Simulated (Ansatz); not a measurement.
Isolated molecules relaxed with PBE0-D4/def2-TZVP in Ansatz; ΔE leaves out vibrations. CCSD(T)/CBS adds triple-zeta CCSD(T) − MP2 to the extrapolated MP2 energy (def2 sets, frozen cores). This one scheme is used for every species, atoms too. DFT in def2-TZVPP. No spin–orbit coupling; open shells (•) take unrestricted orbitals. Spin–orbit coupling would lower the free atoms: a little for F. def2 core potentials past Kr. Bonds to I are less sure, by a few kJ/mol each and by 10 to 20 or more in all where they break to atoms, as the def2 sets lack core-valence functions.

Reaction (hydrogen abstraction from a C–H bond): `FCI` + F• → `F[CH]I`• + H–F

| level | ΔE (eV) |
| --- | --- |
| BLYP-D4 | -1.67 |
| B2PLYP | -1.49 |
| BLYP | -1.69 |
| PBE0 | -1.50 |
| BHLYP | -1.20 |
| MP2/def2-SVP | -1.31 |
| CCSD/def2-SVP | -1.14 |
| MP2/CBS(def2) | -1.70 |

What does CCSD(T)/CBS give? (Best estimate.)

The calculation gave: -1.53 eV. The listed levels differ from it by -0.14, 0.04, -0.16, 0.03, 0.33, 0.22, 0.39, -0.17 eV.

Largest T1 diagnostic among the species: 0.015.

In def2-TZVPP, CCSD(T) changes the Hartree–Fock value by −0.81 eV (the triples alone add −0.06 eV) and MP2 by −0.98 eV. From BLYP to BHLYP (50 % exact exchange), in def2-TZVPP and without D4, ΔE moves by +0.49 eV.

CCSD(T)/CBS has its own doubt, a few kJ/mol and more with outer-core shells, so smaller differences from it don't rank the levels.
